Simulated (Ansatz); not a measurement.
## Reading a saddle point

A first-order saddle point of SiN2H8O, singlet, PBE0-D4/def2-TZVP, with one imaginary mode of 850i cm⁻¹:

Si1  (-0.328, -0.503, 0.242)
N2  (1.214, 0.569, -0.039)
H3  (-1.549, -1.206, -0.297)
H4  (0.289, -1.463, 1.200)
N5  (-1.252, 0.829, 0.845)
H6  (1.153, -0.222, -1.173)
O7  (0.540, -1.129, -1.421)
H8  (1.066, 1.567, -0.096)
H9  (1.991, 0.378, 0.581)
H10  (-0.876, 1.568, 1.416)
H11  (-2.248, 0.728, 0.957)
H12  (-0.002, -1.117, -2.214)
(Å)

Ansatz 0.2.0; basis: def2-TZVPP and def2-QZVPP; cores frozen in the correlated methods. Extrapolation: Hartree–Fock as exp(−7.88 √X), correlation as X^−2.97.

Task: Which contacts change along the imaginary mode, and what lies on either side? (A judgement: the text doesn't fix the answer.)

Result: By the calculation: The step is SiN₂H₆ ([NH2][SiH2][NH2]) + H₂O → SiNH₅O ([NH2][SiH2][OH]) + NH₃, with the molecules in contact on both sides. Shortening one way: Si1–O7, N2–H6; lengthening the same way: Si1–N2, H6–O7.
```tsv
pair	one side (Å)	saddle (Å)	other side (Å)
Si1–O7	3.81	1.98	1.66
N2–H6	2.02	1.38	1.02
Si1–N2	1.73	1.90	3.45
H6–O7	0.97	1.12	2.48
```

Task: Which side is lower, and how far does the saddle lie above each? (An estimate is asked for; the value comes from the calculation.)

Result: The calculation gives: The side with Si1–O7, N2–H6 short is lower by 47.2 kJ/mol; the saddle lies 158.7 kJ/mol above it and 111.5 kJ/mol above the other (CCSD(T) at an estimated basis limit (MP2 extrapolated from triple and quadruple zeta, plus CCSD(T) − MP2 in triple zeta); electronic energies).

No T1 diagnostic of these runs exceeds 0.011.

The step is the kind of ligand exchange by which a precursor binds to a hydroxyl group, or is hydrolysed, in atomic layer deposition of oxides.

Labels in which every atom is bracketed show which atoms are joined, not bond orders.

For scale, one of the runs: CCSD(T)/def2-TZVPP, 247 basis functions, launched by `ansatz run in.yaml --threads 4 --pin off --events-out ev --progress --plain --max-ram 9574MiB`. Hardware: 4 CPU threads of an Arm Neoverse V1, shared host. Wall time 2.1 min; peak host memory 5.2 GiB.
